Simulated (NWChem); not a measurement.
System: C$_{3}$H$_{5}$BO; SMILES C#CBOC

```xyz
10

B     -0.5470    -0.0530     0.0000
C     -0.0926    -1.5162     0.0000
C      0.2127    -2.6948     0.0000
H      0.4912    -3.7336     0.0000
H     -1.7286     0.2261     0.0000
O      0.3780     0.9196     0.0000
C      0.0501     2.2855     0.0000
H     -1.0409     2.4435     0.0000
H      0.4842     2.7629     0.8917
H      0.4842     2.7629    -0.8917
```
Atoms are numbered in this order, from 1.

Computed with NWChem. Structure relaxed at the PBE0/def2-SVP level.

Problem. What does the run give for BLYP/def2-SVP? Quantities: highest occupied level (eV); orbital gap (eV); dipole (D).

Solution. 
| Item | Result |
|---|---|
| highest occupied level (eV) | -6.42 |
| orbital gap (eV) | 4.68 |
| dipole (D) | 1.19 |
